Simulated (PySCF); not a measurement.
A geometry optimisation on `C[Se]C[SiH](O)O`.

Computed with PBE0-D3(BJ)/def2-SVP geometry optimisation, gas phase (PySCF 2.14.0). Start geometry: GFN2-xTB. A driver script takes a list of jobs; this job's settings line and coordinates (Å) are shown.

Input:
```
{"job": {"xc": "PBE0", "basis": "def2-SVP", "d3": "d3bj", "grid": 1, "maxiter": 30, "shake": 0.01, "kind": "geom"}, "charge": 0, "multiplicity": 1}
C     -2.856440     0.136920     0.010610
Se    -1.211560     0.590930     0.918810
C     -0.021730    -0.382850    -0.284050
Si     1.834800    -0.199000     0.296580
O      2.254770     1.349500     0.392380
O      2.680050    -0.870690    -0.880100
H     -3.004130    -0.918950     0.010610
H     -2.817320     0.541690    -1.019580
H     -3.690020     0.649580     0.564930
H     -0.148380     0.020090    -1.267670
H     -0.328290    -1.424050    -0.259120
H      2.014950    -0.869830     1.589490
H      1.703900     1.987400     0.890550
H      3.582250    -0.625820    -0.971200
```

Output:
```
step   0  E = -2921.38899654  max force = 0.058207
step   1  E = -2921.39728731  max force = 0.008412
step   2  E = -2921.39806855  max force = 0.002100
step   3  E = -2921.39816093  max force = 0.001079
step   4  E = -2921.39823746  max force = 0.001302
step   5  E = -2921.39834495  max force = 0.002457
step   6  E = -2921.39850867  max force = 0.003115
step   7  E = -2921.39868241  max force = 0.002159
step   8  E = -2921.39882310  max force = 0.001515
step   9  E = -2921.39917367  max force = 0.002001
... (11 lines left out)
step  21  E = -2921.40004229  max force = 0.000331
step  22  E = -2921.40024138  max force = 0.003175
step  23  E = -2921.40048803  max force = 0.001921
step  24  E = -2921.40119243  max force = 0.003781
step  25  E = -2921.40158313  max force = 0.003676
step  26  E = -2921.40224837  max force = 0.003674
step  27  E = -2921.40248942  max force = 0.001405
step  28  E = -2921.40249124  max force = 0.001093
step  29  E = -2921.40255596  max force = 0.000526
step  30  E = -2921.40256698  max force = 0.000248
optimisation converged
```

Energies in Eh; «max force» is the largest Cartesian gradient component in Eh/bohr.

Q: Give the first gradient maximum in eV/Å.

A: With 1 Eh/bohr = 51.422 eV/Å, 2.993 eV/Å.

In short: final energy -2921.40257 Eh after 30 steps; dipole 0.31 D.

Q: Where do the atoms end?

A: 1.170 Å rms from the input after alignment:
```
atom  x, y, z in Å
C1    -2.1754    0.6066    0.0283
Se2   -1.3732   -0.6365    1.2890
C3     0.0345   -1.2924    0.0929
Si4    1.4910   -0.1121    0.0650
O5     1.0023    1.4575    0.3334
O6     2.1570   -0.1865   -1.4495
H7    -2.6404    0.0579   -0.8021
H8    -1.4110    1.2989   -0.3481
H9    -2.9487    1.1674    0.5707
H10   -0.3973   -1.4506   -0.9078
H11    0.3361   -2.2795    0.4765
H12    2.4870   -0.5072    1.1080
H13    0.4636    1.5500    1.1298
H14    2.9661    0.3120   -1.5949
```

Q: Estimate the wall time. Hardware: one thread, Arm Neoverse V1 (aarch64), no GPU, shared host with 32 logical CPUs at a one-minute load of 9.5. And the peak memory of the process?

A: About 5.2 min, with 0.62 GiB resident at the peak, the Python interpreter and its libraries included.
Labels such as C1 count atoms from 1, the log's own numbers from 0.
